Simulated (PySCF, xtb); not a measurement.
Si(H)(F)2(OEt) (C2H6F2OSi), SMILES [SiH](OCC)(F)F. One conformer was computed; it need not be the lowest.

Harmonic wavenumbers (cm⁻¹) from GFN2-xTB (xtb) at its own minimum, in rising order: 20, 57, 105, 202, 232, 249, 307, 408, 604, 654, 744, 826, 864, 870, 1028, 1098, 1137, 1188, 1258, 1339, 1400, 1473, 1475, 1492, 2565, 2918, 2936, 3050, 3050, 3054.

Problem. What does PySCF with PBE-D3(BJ)/def2-SVP give at its own minimum? (An estimate is asked for; the answer gives what the named calculation found.)

Solution. 11, 54, 112, 250, 275, 311, 345, 456, 720, 789, 791, 797, 886, 939, 979, 1087, 1119, 1128, 1258, 1328, 1368, 1403, 1426, 1448, 2299, 2944, 2981, 2992, 3078, 3079. Paired by order, the mean absolute difference is 49 cm⁻¹ and the zero-point energies are 52.3 and 52.4 kcal/mol.
